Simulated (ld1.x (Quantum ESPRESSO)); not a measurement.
## Varying the TM semilocal potential for Au

Base potential:

ld1.x (Quantum ESPRESSO) 7.5 input, shortened:

```
&input
   title='Au', zed=79., rel=1, dft='PBE', iswitch=3,
   config='[Xe] 4f14 5d10 5f-2 6s0.5 6p0'
 /
 &inputp
   pseudotype=1, tm=.true., lloc=2,
   nlcc=.true., new_core_ps=.true., rcore=0.65
 /
4
5S  1  0   2.00   0.00  0.95  0.95  0.0
5P  2  1   6.00   0.00  1.05  1.05  0.0
5F  4  3  -2.00   0.40  1.05  1.05  0.0
5D  3  2  10.00   0.00  1.35  1.35  0.0
 &test
   configts(1)='5s2 5p6 5d10 6s0.5 6p0'
 /
```

Occupied shells without a wave of their own: 6s. They enter only through the test configuration that unscreens the potential, and ld1.x also counts them in the model core charge.

Cutoffs, loose and tight: the cutoffs (Ry, on a coarse ladder) from which the occupation-weighted sum of valence levels, in a spherical-Bessel basis at the reference potential, stays within 10 and 1 mRy of its value at 400 Ry. They do not see the model core or the augmentation charge, which bear on the density cutoff. Test errors are all-electron minus pseudo excitation energies from the reference, over the configurations 5s2 5p6 5d10 6s1 6p0; 5s2 5p6 5d10 6s0 6p0; 5s2 5p6 5d9 6s0 6p0; 5s2 5p6 5d10 6s0 6p1; 5s1 5p6 5d10 6s1 6p0; 5s2 5p6 5d9 6s1 6p1; 5s2 5p6 5d7 6s0 6p0. A dash means not determined; rows that change the core or the reference have their own tests.

With those shells counted twice in exchange and correlation these files are broken, and their errors move erratically; no question is asked of them.

A semilocal file is local in each channel, so a ghost entry of none says nothing of the separable form that plane-wave codes build from it.

```tsv
change	outcome	cutoff, loose	cutoff, tight	bound ghosts	largest test error (meV)
base	generated	160 Ry	260 Ry	none	-351
all radii but the core radius scaled by about 0.77 (s 0.74, p 0.80, d 1.04, f 0.80 bohr)	generated, misses its reference levels by 0.61 eV	over 300 Ry	over 300 Ry	none	-951
all radii but the core radius scaled by about 0.86 (s 0.82, p 0.90, d 1.16, f 0.90 bohr)	generated, misses its reference levels by 0.21 eV	260 Ry	over 300 Ry	none	-444
all radii but the core radius scaled by about 1.05 (s 1.00, p 1.10, d 1.42, f 1.10 bohr)	generated, misses its reference levels by 0.15 eV	160 Ry	260 Ry	none	-373
all radii but the core radius scaled by about 1.18 (s 1.12, p 1.24, d 1.58, f 1.24 bohr)	generated, misses its reference levels by 0.29 eV	140 Ry	230 Ry	none	-542
all radii but the core radius scaled by about 1.28 (s 1.22, p 1.34, d 1.74, f 1.34 bohr)	generated, misses its reference levels by 0.67 eV	120 Ry	180 Ry	none	-1004
all radii but the core radius scaled by about 1.39 (s 1.32, p 1.46, d 1.88, f 1.46 bohr)	generated, misses its reference levels by 1.24 eV	100 Ry	160 Ry	none	-1682
```

Reading the sweep of the scale of all radii but the core radius (base = 1) (base included, trends over the rows without a ghost): The loose cutoff falls from 260 Ry at 0.86 to 100 Ry at 1.39. A larger radius leaves more room for a smooth pseudo-wave, so fewer plane waves are needed; a smaller one forces it to follow the all-electron wave where it bends sharply. The median size of the test errors (rows with all tests solved) is not monotonic: lowest 74.5 meV at 1, highest 696.1 meV at 1.39.
